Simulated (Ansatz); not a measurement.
C2H4SSi can be A, `[SiH3]C1=CS1`, or B, `S=C1C[SiH2]1`.

Computed with Ansatz on PBE0-D4/def2-TZVP structures; ΔE is electronic, products minus reactants. CCSD(T)/CBS is the MP2 limit (def2-TZVPP, def2-QZVPP) plus CCSD(T) − MP2 in def2-TZVPP, frozen cores. Functionals use def2-TZVPP. B3LYP here is the variant with VWN-RPA as its local correlation; programs differ in this.

Problem. Which is lower in electronic energy at CCSD(T)/CBS, and by how much? (An estimate is asked.)

Solution. Ansatz gave: B, by 6.5 kcal/mol.

Problem. Give E(B) − E(A) in kcal/mol with MP2/def2-TZVPP, r2SCAN-D4, B2PLYP, B3LYP-D4, CCSD/def2-TZVPP, PBE-D4, HF/def2-TZVPP. (Best estimate.)

Solution. Computed: MP2/def2-TZVPP -6.4, r2SCAN-D4 -10.2, B2PLYP -7.4, B3LYP-D4 -8.0, CCSD/def2-TZVPP -6.9, PBE-D4 -10.7, HF/def2-TZVPP -3.1. None reverses the order clearly.

Problem. Does the order hold for the free energy at 298.15 K (harmonic terms from PBE0-D4)? (An estimate is asked.)

Solution. The calculation gave: Yes: G(B) − G(A) = -4.4 kcal/mol.

Largest T1 diagnostic: 0.017.

From BLYP to BHLYP (50 % exact exchange), in def2-TZVPP and without D4, E(B) − E(A) moves by +1.2 kcal/mol. At CCSD(T), def2-SVP lies −3.3 kcal/mol from the extrapolated value and def2-TZVPP −0.9 kcal/mol.
